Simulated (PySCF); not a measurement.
# Assigning NMR signals

Bonds (- single, = double, # triple, : aromatic): C1=C2, C2-C3, C3-O4, C3-C5, C5-Si6, Si6-C7, C5-C2. C1 carries H8, H9; C3 carries H10; O4 carries H11; C5 carries H12; Si6 carries H13, H14; C7 carries H15, H16, H17. Stereochemistry as in C=C1[C@@H](O)[C@H]1[SiH2]C. H9 is cis to C3; H13 is pro-R; H14 is pro-S; H8 is trans to C3.

Method: shieldings: GIAO PBE0/pcSseg-1, GFN2-xTB geometry, in PySCF 2.14.0 with density-fitted response routines (one computed conformer, fast rotation and ring inversion assumed for equivalent nuclei, relativity neglected, no solvent).

δ = σ(ref) − σ, references computed at the same level: ¹³C (σref 186.93) and ¹H (σref 31.72) vs TMS.

Q: Assign these signals to the numbered atoms. ¹³C{¹H} NMR (computed): δ 148.5 (C), 107.2 (CH2), 52.6 (CH), 17.2 (CH), -5.2 (CH3).

A: 
148.5 → C2, fully substituted alkene carbon: an sp2 carbon of a C=C bond
107.2 → C1, terminal =CH2 carbon: the olefinic region
52.6 → C3, three-membered-ring carbon: pulled downfield by the heteroatom
17.2 → C5, three-membered-ring carbon
-5.2 → C7, methyl carbon bonded to Si: an electropositive neighbour leaves it electron-rich and shielded

Q: Assign these signals to the numbered atoms. ¹H NMR (600 MHz, computed): δ 5.85 (br s, 1H), 5.61 (br s, 1H), 4.42 (m, 1H), 4.25 (m, 1H), 4.01 (m, 1H), 1.39 (br s, 1H), 1.15 (m, 1H), 0.36 (m, 3H).

A: 
5.85 → H9, hydrogen on a terminal =CH2 carbon: olefinic region
5.61 → H8, hydrogen on a terminal =CH2 carbon
4.42 → H14, hydrogen on a silicon bonded to 2 C
4.25 → H10, hydrogen on a three-membered-ring carbon: its carbon carries O, which withdraws density
4.01 → H13, hydrogen on a silicon bonded to 2 C
1.39 → H11, hydrogen on an alcohol oxygen: exchangeable, gas-phase position
1.15 → H12, hydrogen on a three-membered-ring carbon: cyclopropane-type protons are shielded by the ring
0.36 → H15/H16/H17, hydrogen on a methyl carbon bonded to Si: an electropositive neighbour shields it, as in TMS itself

The OH or NH signal is concentration- and solvent-dependent in practice; the value given is the gas-phase one. Shifts are as computed. Against solution values, carbons near 30 ppm lie about +3 ppm off and those near 130 ppm about +5 ppm. Of 1309 compounds with measured shifts, 239 miss one by over three times the rms of a fit or turn the order of signals round; such compounds aren't used in these exercises. Multiplicities follow the n + 1 count of equivalent neighbours, as no J values were calculated; m marks all less simple cases, F and P coupling included.
